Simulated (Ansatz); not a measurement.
C$_{2}$H$_{7}$OSb (`C[O][SbH][CH3]`) from Hartree–Fock to CCSD(T)

```xyz
11

C     1.638   -1.158    0.210
O     0.627   -0.783   -0.690
Sb   -1.220   -0.659    0.003
C    -1.244    1.486    0.162
H     1.857   -0.371    0.946
H     2.551   -1.338   -0.365
H     1.400   -2.079    0.760
H    -1.865   -0.636   -1.584
H    -0.787    1.791    1.103
H    -2.273    1.847    0.131
H    -0.683    1.901   -0.675
```

Total charge 0; spin multiplicity 1. Correlated methods include outer-core shells of Sb, which these sets cover unevenly. Sb: def2 effective core potential. All single points use the PBE0-D4/def2-TZVP geometry. It is one conformer, not always the lowest. Frozen core, restricted reference, Ansatz.

| basis | HF (Eh) | MP2 corr. | CCSD corr. | (T) | CCSD(T) total |
| --- | --- | --- | --- | --- | --- |
| def2-SVP | -393.78054 | -0.59850 | -0.64815 | -0.01808 | -394.44677 |
| def2-TZVPP | -393.98075 | -0.95139 | -0.97552 | -0.03455 | -394.99082 |
| def2-QZVPP | -393.99147 | -1.23288 | – | – | – |
